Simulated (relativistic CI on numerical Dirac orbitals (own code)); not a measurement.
## Energy levels of Zn V

Computed by Dirac-Coulomb-Breit CI, KLI orbitals optimised for each configuration, a model potential for QED, valence Slater integrals scaled by 0.85, configuration energies shifted to the measured levels that pair with them (semi-empirical) (own radial code, finite nucleus).

Configuration list (outside the closed core [Ne]): 3s²3p⁶3d⁸, 3s²3p⁶3d⁷4s, 3s²3p⁶3d⁷4p, 3s²3p⁵3d⁹, 3s²3p⁶3d⁷4d, 3s²3p⁶3d⁷5s, 3s²3p⁶3d⁷5p, 3s²3p⁶3d⁶4s², 3s²3p⁶3d⁷4f, 3s²3p⁶3d⁷5d, 3s²3p⁶3d⁶4s4p, 3s²3p⁶3d⁷5f, 3s²3p⁶3d⁷5g, 3s²3p⁴3d¹⁰, 3s3p⁶3d⁹, 3s²3p⁶3d⁶4p², 3s²3p⁶3d⁶4s4d. Levels of other configurations are missing.

The lowest level is 3s²3p⁶3d⁸ ³F4, with 100 % of that term; Hund's rules for 3s²3p⁶3d⁸ give ³F with J = 4, in agreement.

```tsv
No.	Configuration	Term	J	E (cm⁻¹)	%	Next component (%)
1	3s²3p⁶3d⁸	³F	4	0.0	100	
2	3s²3p⁶3d⁸	³F	3	2408.1	100	
3	3s²3p⁶3d⁸	³F	2	3918.1	98	2 ¹D
4	3s²3p⁶3d⁸	¹D	2	16632.7	82	16 ³P
5	3s²3p⁶3d⁸	³P	2	21143.0	83	16 ¹D
6	3s²3p⁶3d⁸	³P	1	21683.8	100	
7	3s²3p⁶3d⁸	³P	0	22059.2	99	1 ¹S
8	3s²3p⁶3d⁸	¹G	4	29164.0	100	
9	3s²3p⁶3d⁸	¹S	0	62498.1	99	1 ³P
10	3d⁷(4F)4s	⁵F	5	199661.0	99	1 ³G
11	3d⁷(4F)4s	⁵F	4	201304.2	99	1 ³F
12	3d⁷(4F)4s	⁵F	3	202606.4	99	1 ³F
13	3d⁷(4F)4s	⁵F	2	203546.7	99	
14	3d⁷(4F)4s	⁵F	1	204154.9	99	1 ³D
15	3d⁷(4F)4s	³F	4	208761.0	98	1 ⁵F
16	3d⁷(4F)4s	³F	3	210972.5	99	1 ⁵F
17	3d⁷(4F)4s	³F	2	212442.6	99	1 ¹D
18	3d⁷(4P)4s	⁵P	3	222652.1	99	1 ³D
19	3d⁷(4P)4s	⁵P	2	223127.4	95	5 ³P
20	3d⁷(4P)4s	⁵P	1	223967.1	96	3 ³P
21	3d⁷(2G)4s	³G	5	225497.9	96	3 ³H
22	3d⁷(2G)4s	³G	4	226334.0	91	5 ¹G
23	3d⁷(2G)4s	³G	3	227484.5	99	
24	3d⁷(2G)4s	¹G	4	230697.1	85	7 ³H
25	3d⁷(4P)4s	³P	2	231163.4	95	4 ³D
26	3d⁷(4P)4s	³P	1	231511.3	83	13 ¹P
27	3d⁷(4P)4s	³P	0	232182.0	100	
28	3d⁷(2H)4s	³H	6	232946.5	100	
29	3d⁷(2P)4s	³P	2	233255.8	81	12 ³D
30	3d⁷(2H)4s	³H	5	233818.1	93	5 ¹H
```

Energies count from the lowest computed level. Percentages are summed over parent terms; the parents shown are those of the largest component, closed shells are left out there.

The mean weight of the leading LS term, summed over parents, in these 30 levels is 95 %, and that of the leading jj configuration (from the same eigenvectors) 61 %, so LS coupling describes them better.

Configurations whose levels could be paired with our table of measured levels were shifted onto them, all but the ground configuration, by the median error of their levels; single terms can still be off by 1,000 to 2,000 cm⁻¹ or more, and rates follow the energies as ν³ (E1, M1) or ν⁵ (E2). The others borrow a shift and can be off by several thousand cm⁻¹ or more. 58 of the 63 excited levels that our extract of the measured tables holds in this range could be paired (the sources list more); they are missed by 880 cm⁻¹ on average and 7406 at most, after the shifts were fitted to these levels, and levels without a partner can miss by more.

Landé's interval rule says that E(J) − E(J−1) = AJ with one A. For the ground term the intervals give A = -503.3, -602.0 cm⁻¹ for J = 3, 4; the multiplet is inverted.

LS names give the leading component of a level, which can be under half, so a name can repeat, a term be missing and a line seem to break the LS rules.
